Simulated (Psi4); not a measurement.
A dimer, N2 ··· H3ClSi (SMILES N#N and [SiH3]Cl); the first 2 atoms form monomer A.

```
7

N      0.5455     0.0000     0.0000
N     -0.5455     0.0000     0.0000
Si     1.7551     0.3240    -3.0769
Cl    -0.2191     0.8573    -3.3731
H      2.4193     0.2394    -4.3921
H      1.7891    -0.9855    -2.3971
H      2.3980     1.3559    -2.2402
```

Question: What interaction energy does SAPT0/jun-cc-pVDZ, frozen core in Psi4 1.11 give, and which attractive term is the largest?

Answer: Total 2.12 kJ/mol: electrostatics -4.58, exchange 15.22, induction -1.53, dispersion -6.99. The most attractive term is dispersion.
